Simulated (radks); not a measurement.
Ionisation of the antimony ion Sb3+, [Kr] 4d10 5s2, to [Kr] 4d10 5s1 as the strength of local exchange is varied. Calculated with a radial shooting solver on a logarithmic mesh with Libxc functionals: Dirac Kohn-Sham, Slater X-alpha exchange (alpha = 2/3 is LDA exchange), no correlation, spin-unpolarised, spherical densities, point nucleus.

alpha,E(Sb3+) (hartree),exchange (hartree),IE (eV),-e of the level emptied (eV),<r> of it (bohr)
0.618,-6459.81454,-147.52091,42.758,37.344 (5s1/2),2.040
0.667,-6471.52118,-159.48980,43.436,38.013 (5s1/2),2.026
0.777,-6497.87422,-186.50401,44.975,39.534 (5s1/2),1.994
0.779,-6498.35430,-186.99704,45.003,39.562 (5s1/2),1.994
0.786,-6500.03484,-188.72316,45.102,39.659 (5s1/2),1.992
0.793,-6501.71578,-190.45009,45.200,39.757 (5s1/2),1.990

NIST Atomic Spectra Database: 43.80 eV (measured). The Delta-SCF value meets it near alpha = 0.69. Spin polarisation and multiplet splitting are left out, so open shells lie too high by an amount that depends on their filling.

Beside tabulated values, note that spin-unpolarised runs miss the spin-polarisation part of the exchange energy of open shells.
